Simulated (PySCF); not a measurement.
C$_{2}$H$_{4}$I (SMILES C[CH]I), doublet, at a GFN2-xTB geometry (core potentials on I); B3LYP/def2-SV(P) run with PySCF.

PySCF was given this input:
```python
from pyscf import gto, scf, dft

mol = gto.Mole()
mol.atom = '''
    C    -2.394361    0.280555    0.618294
    C    -1.044859    0.872309    0.612528
    I     0.562676   -0.174549   -0.186146
    H    -3.017663    0.802578    1.344775
    H    -2.888038    0.370817   -0.358207
    H    -2.362735   -0.778850    0.868952
    H    -0.918050    1.939375    0.625264
'''
mol.basis = 'def2-sv(p)'
mol.ecp = {'I': 'def2-sv(p)'}
mol.charge = 0
mol.spin = 1
mol.verbose = 4
mol.build()

mf = dft.UKS(mol)
mf.xc = 'b3lyp'
mf.grids.level = 1
mf.kernel()
mf.analyze()
```

What the program printed (banner, timings and long lists left out):

```
PySCF version 2.14.0

[INPUT] verbose = 4
[INPUT] num. atoms = 7
[INPUT] num. electrons = 41
[INPUT] charge = 0
[INPUT] spin (= nelec alpha-beta = 2S) = 1
[INPUT] symmetry False subgroup None
[INPUT] Mole.unit = angstrom
[INPUT] Symbol           X                Y                Z      unit          X                Y                Z       unit  Magmom
[...]
nuclear repulsion = 111.954798727685
number of shells = 30
number of NR pGTOs = 125
number of NR cGTOs = 62
basis = def2-sv(p)
ecp = {'I': 'def2-sv(p)'}

******** <class 'pyscf.dft.uks.UKS'> ********
method = UKS
initial guess = minao
damping factor = 0
level_shift factor = 0
DIIS = <class 'pyscf.scf.diis.CDIIS'>
diis_start_cycle = 1
diis_space = 8
diis_damp = 0
SCF conv_tol = 1e-09
SCF conv_tol_grad = None
SCF max_cycles = 50
direct_scf = True
direct_scf_tol = 1e-13
number electrons alpha = 21  beta = 20
XC library pyscf.dft.libxc version 7.1.2
    S. Lehtola, C. Steigemann, M. J. T. Oliveira, and M. A. L. Marques,  SoftwareX 7, 1–5 (2018)
XC functionals = b3lyp
    P. J. Stephens, F. J. Devlin, C. F. Chabalowski, and M. J. Frisch,  J. Phys. Chem. 98, 11623 (1994)
radial grids:
    Treutler-Ahlrichs [JCP 102, 346 (1995); DOI:10.1063/1.469408] (M4) radial grids

becke partition: Becke, JCP 88, 2547 (1988); DOI:10.1063/1.454033
pruning grids: <function nwchem_prune>
grids dens level: 1
symmetrized grids: False
atomic radii adjust function: <function treutler_atomic_radii_adjust>
small_rho_cutoff = 0
Set gradient conv threshold to 3.16228e-05
tot grids = 28280
init E= -345.26579785019

cycle= 1 E= -373.982035944235  delta_E= -28.7  |g|= 2.26  |ddm|= 6.17
cycle= 2 E= -366.254358413002  delta_E= 7.73  |g|= 2.99  |ddm|= 16.4
cycle= 3 E= -374.637236290622  delta_E= -8.38  |g|= 1.35  |ddm|= 16.1
cycle= 4 E= -376.199443537753  delta_E= -1.56  |g|= 0.399  |ddm|= 3.42
cycle= 5 E= -376.225110353933  delta_E= -0.0257  |g|= 0.296  |ddm|= 0.711
cycle= 6 E= -376.277460559649  delta_E= -0.0524  |g|= 0.117  |ddm|= 0.472
cycle= 7 E= -376.285372158763  delta_E= -0.00791  |g|= 0.0243  |ddm|= 0.167
cycle= 8 E= -376.285855775302  delta_E= -0.000484  |g|= 0.00421  |ddm|= 0.0416
cycle= 9 E= -376.285876362871  delta_E= -2.06e-05  |g|= 0.00148  |ddm|= 0.011
cycle= 10 E= -376.28587947811  delta_E= -3.12e-06  |g|= 0.000551  |ddm|= 0.00593
cycle= 11 E= -376.285879814586  delta_E= -3.36e-07  |g|= 0.000138  |ddm|= 0.00131
cycle= 12 E= -376.285879843752  delta_E= -2.92e-08  |g|= 5.25e-05  |ddm|= 0.000579
cycle= 13 E= -376.285879847499  delta_E= -3.75e-09  |g|= 1.29e-05  |ddm|= 0.000176
cycle= 14 E= -376.285879847739  delta_E= -2.4e-10  |g|= 5.35e-06  |ddm|= 5.24e-05
Extra cycle  E= -376.285879847758  delta_E= -1.89e-11  |g|= 4.29e-06  |ddm|= 1.34e-05
converged SCF energy = -376.285879847758  <S^2> = 0.75471275  2S+1 = 2.0047072
**** SCF Summaries ****
Total Energy =                        -376.285879847758224
Nuclear Repulsion Energy =             111.954798727684931
One-electron Energy =                 -845.111773487619757
Two-electron Energy =                  356.871094912176602
Two-electron Coulomb Energy =          391.509775661344918
DFT Exchange-Correlation Energy =      -34.638680749168337
**** MO energy ****
                             alpha | beta                alpha | beta
[...]
spin_pop of  0 C 1s        0.00000
spin_pop of  0 C 2s       -0.00677
spin_pop of  0 C 3s        0.00010
spin_pop of  0 C 2px      -0.01830
spin_pop of  0 C 2py      -0.00648
spin_pop of  0 C 2pz      -0.01205
spin_pop of  0 C 3px       0.00018
spin_pop of  0 C 3py       0.00018
spin_pop of  0 C 3pz       0.00040
spin_pop of  0 C 3dxy      0.00001
spin_pop of  0 C 3dyz      0.00010
spin_pop of  0 C 3dz^2    -0.00002
spin_pop of  0 C 3dxz      0.00069
spin_pop of  0 C 3dx2-y2    0.00005
spin_pop of  1 C 1s       -0.00001
spin_pop of  1 C 2s        0.05432
spin_pop of  1 C 3s       -0.00121
spin_pop of  1 C 2px       0.05867
spin_pop of  1 C 2py       0.04324
spin_pop of  1 C 2pz       0.69390
spin_pop of  1 C 3px      -0.00208
spin_pop of  1 C 3py      -0.00102
spin_pop of  1 C 3pz      -0.00237
spin_pop of  1 C 3dxy     -0.00002
spin_pop of  1 C 3dyz     -0.00022
spin_pop of  1 C 3dz^2    -0.00088
spin_pop of  1 C 3dxz     -0.00039
spin_pop of  1 C 3dx2-y2   -0.00002
spin_pop of  2 I 4s       -0.00000
spin_pop of  2 I 5s        0.00108
spin_pop of  2 I 6s       -0.00012
spin_pop of  2 I 7s       -0.00009
spin_pop of  2 I 4px       0.00002
spin_pop of  2 I 4py      -0.00047
spin_pop of  2 I 4pz      -0.00020
spin_pop of  2 I 5px       0.00751
spin_pop of  2 I 5py      -0.00001
spin_pop of  2 I 5pz      -0.00001
spin_pop of  2 I 6px       0.00433
spin_pop of  2 I 6py      -0.01459
spin_pop of  2 I 6pz      -0.00595
spin_pop of  2 I 7px       0.13800
spin_pop of  2 I 7py      -0.00039
spin_pop of  2 I 7pz      -0.00018
spin_pop of  2 I 4dxy      0.00113
spin_pop of  2 I 4dyz      0.00225
spin_pop of  2 I 4dz^2     0.00270
spin_pop of  2 I 4dxz      0.00019
spin_pop of  2 I 4dx2-y2    0.00000
spin_pop of  2 I 5dxy      0.00085
spin_pop of  2 I 5dyz      0.00106
spin_pop of  2 I 5dz^2     0.00143
spin_pop of  2 I 5dxz     -0.00003
spin_pop of  2 I 5dx2-y2   -0.00003
spin_pop of  3 H 1s        0.01063
spin_pop of  3 H 2s        0.00009
spin_pop of  4 H 1s        0.06027
spin_pop of  4 H 2s        0.00070
spin_pop of  5 H 1s        0.01351
spin_pop of  5 H 2s        0.00013
spin_pop of  6 H 1s       -0.02411
spin_pop of  6 H 2s        0.00027
In total            21.00000 | 20.00000
Dipole moment(X, Y, Z, Debye): -1.14650,  0.41902,  0.04089
```
